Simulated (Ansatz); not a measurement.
Abridged output of a molecular run in Ansatz:

```
Functional definition: HF
2240 factors; integrals over basis functions are off by at most 1.5e-3 eV
mean field evaluation 1: about -47691.2965 eV, gradient 6.9e1 eV
mean field evaluation 2: about -47691.5534 eV, gradient 6.9e1 eV
mean field evaluation 4: about -47702.3631 eV, gradient 9.1e0 eV
mean field evaluation 8: about -47702.6173 eV, gradient 8.7e-1 eV
mean field evaluation 16: about -47702.6196 eV, gradient 2.8e-6 eV
mean field -47702.61959323 eV, -1753.0389360543 hartree, gradient 2.8e-6 eV, S^2 0.000000; 0 other end points of the search recorded, 0 dependent functions left out
18 core orbitals not correlated: weight in the atoms' cores, before any rotation towards them, 1.000 or more for the frozen orbitals, at most 0.000 for the correlated occupied ones
reference -47702.61959323 eV, -1753.0389360543 hartree; 35, 35 occupied and 168, 168 virtual orbitals, 2240 factors
second order -47.15013820 eV of doubles, -0.00000000 eV of singles
cycle   1  -46.99408479 eV  change    1.6e-1 eV  update   2.8e-1
cycle   2  -48.49626467 eV  change    -1.5e0 eV  update   1.9e-1
cycle   3  -48.99692261 eV  change   -5.0e-1 eV  update   5.6e-2
cycle   4  -49.04137785 eV  change   -4.4e-2 eV  update   1.7e-2
cycle   5  -49.02482789 eV  change    1.7e-2 eV  update   7.2e-3
cycle   6  -49.01882597 eV  change    6.0e-3 eV  update   3.0e-3
cycle   7  -49.01963753 eV  change   -8.1e-4 eV  update   1.5e-3
cycle   8  -49.01933104 eV  change    3.1e-4 eV  update   5.5e-4
cycle   9  -49.01919933 eV  change    1.3e-4 eV  update   2.5e-4
cycle  10  -49.01956275 eV  change   -3.6e-4 eV  update   1.1e-4
cycle  11  -49.01945942 eV  change    1.0e-4 eV  update   6.0e-5
cycle  12  -49.01935243 eV  change    1.1e-4 eV  update   2.8e-5
cycle  13  -49.01939155 eV  change   -3.9e-5 eV  update   1.3e-5
perturbative correction -1.83262345 eV, -0.0673476694 hartree
Total energy: -47753.47160822 eV, -1754.9077131365 hartree
```

Its atoms:

```xyz
22

C     1.0423    3.1006    1.0174
O     0.2984    2.6201   -0.0546
Ti   -0.4125    1.6544   -1.3262
F    -1.9639    2.3460   -1.8190
Cl    1.0308    1.5861   -3.0168
O    -0.6519    0.0182   -0.7678
C    -0.3435   -1.1859   -0.0830
C     0.5319   -0.8442    1.1127
C    -1.6594   -1.8044    0.3592
C     0.3905   -2.0886   -1.0614
H     2.0305    3.4166    0.6706
H     1.1655    2.3229    1.7774
H     0.5332    3.9582    1.4657
H     0.7834   -1.7473    1.6726
H     1.4616   -0.3748    0.7829
H     0.0092   -0.1582    1.7829
H    -2.1913   -1.1293    1.0323
H    -1.4802   -2.7465    0.8817
H    -2.2947   -2.0018   -0.5058
H     1.3072   -1.6087   -1.4093
H     0.6508   -3.0352   -0.5830
H    -0.2380   -2.2981   -1.9285
```

Task: Which basis set was used?
A. def2-SVP
B. def2-QZVPP
C. def2-SVPD
D. cc-pV(Q+d)Z

Result: A. It gives 221 functions.

Task: Write the keys of the input that set method, charge and spin (a neutral closed shell needs none for the last two).

Result: 
```yaml
correlation: {method: ccsd_t}
```
